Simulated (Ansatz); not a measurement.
Wavefunction ladder for `[CH3][SnH]([F])[Cl]`

Cartesian coordinates in Å:
```
C 0.8815 -0.8177 0.0259
Sn -0.7036 0.5623 -0.2006
F -2.1115 -0.0595 0.9454
Cl -0.0684 2.5979 0.7134
H 1.1368 -0.8671 1.0836
H 0.5628 -1.7994 -0.3233
H 1.7463 -0.4827 -0.5455
H -1.4439 0.8664 -1.6988
```

Charge 0, multiplicity 1. Correlated methods include outer-core shells of Sn, which these sets cover unevenly. Sn: def2 effective core potential. The structure was optimised at the PBE0-D4/def2-TZVP level. Frozen core, restricted reference, Ansatz.

| basis | HF (Eh) | MP2 corr. | CCSD corr. | (T) | CCSD(T) total |
| --- | --- | --- | --- | --- | --- |
| def2-SVP | -812.29448 | -0.57484 | -0.61402 | -0.01343 | -812.92193 |
| def2-TZVPP | -812.64196 | -0.94312 | -0.96914 | -0.03272 | -813.64382 |
| def2-QZVPP | -812.66461 | -1.21279 | – | – | – |
